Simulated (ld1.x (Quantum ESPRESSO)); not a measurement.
## In (Z = 49): one change to a TM potential, before and after

indium, norm-conserving Troullier–Martins (Kleinman–Bylander form), made with ld1.x (Quantum ESPRESSO) 7.5 (Wu–Cohen, scalar-relativistic). Core [Kr] 4d10, reference 5s2 5p1. Waves: 5p (bound): rc 2.75 bohr; 5s (bound): rc 1.70 bohr. Local part: the s channel. Core correction: none.

All-electron outer shells of the reference configuration (Wu–Cohen, scalar-relativistic, ld1.x):

| shell | level (eV) | outermost node (bohr) | outermost maximum (bohr) |
| --- | --- | --- | --- |
| 4p | -78.04 | 0.42 | 0.82 |
| 4d | -18.57 | 0.40 | 0.94 |
| 5s | -8.27 | 1.02 | 2.16 |
| 5p | -2.50 | 1.14 | 2.85 |

Change: all radii scaled by about 0.93 (s 1.58, p 2.56 bohr).

Cutoffs: the cutoffs (Ry, on a coarse ladder) from which the occupation-weighted sum of valence levels, in a spherical-Bessel basis at the reference potential, stays within 10 and 1 mRy of its value at 400 Ry; they do not see the model core or the augmentation charge, which bear on the density cutoff. Errors are all-electron minus pseudo energies relative to the spin-unpolarised reference configuration.

Task: What does the change do?

Result: The potential gets harder (25 Ry and 55 Ry → 35 Ry and 90 Ry); of the 7 tests that both files solve, the error grows in 1 and shrinks in 3 by more than 15 % and 0.3 meV (median size 6.6 → 1.7 meV); neither file shows a bound ghost. A smaller radius makes the pseudo-wave follow the all-electron one further in, where it bends more sharply, so more plane waves are needed.

```csv
quantity,base,changed
"cutoff, loose",25 Ry,35 Ry
"cutoff, tight",55 Ry,90 Ry
loose cutoff by channel (10 mRy a level),"p 6 Ry, s 21 Ry","p 6 Ry, s 30 Ry"
bound ghosts,none,none
"error for 5s2 5p0, meV [ΔE 5.35 eV]",-6.6,-4.0
"error for 5s1 5p0, meV [ΔE 24.65 eV]",-7.8,+0.3
"error for 5s2 5p0.5, meV [ΔE 1.93 eV]",-1.9,-1.6
"error for 5s1 5p1, meV [ΔE 12.04 eV]",+3.1,+1.7
"error for 5s2 5p1.3, meV [ΔE -0.52 eV]",-0.1,0.0
"error for 5s0 5p3, meV [ΔE 12.05 eV]",+81,+95
"error for 5s1 5p2, meV [ΔE 5.90 eV]",+14,+14
```
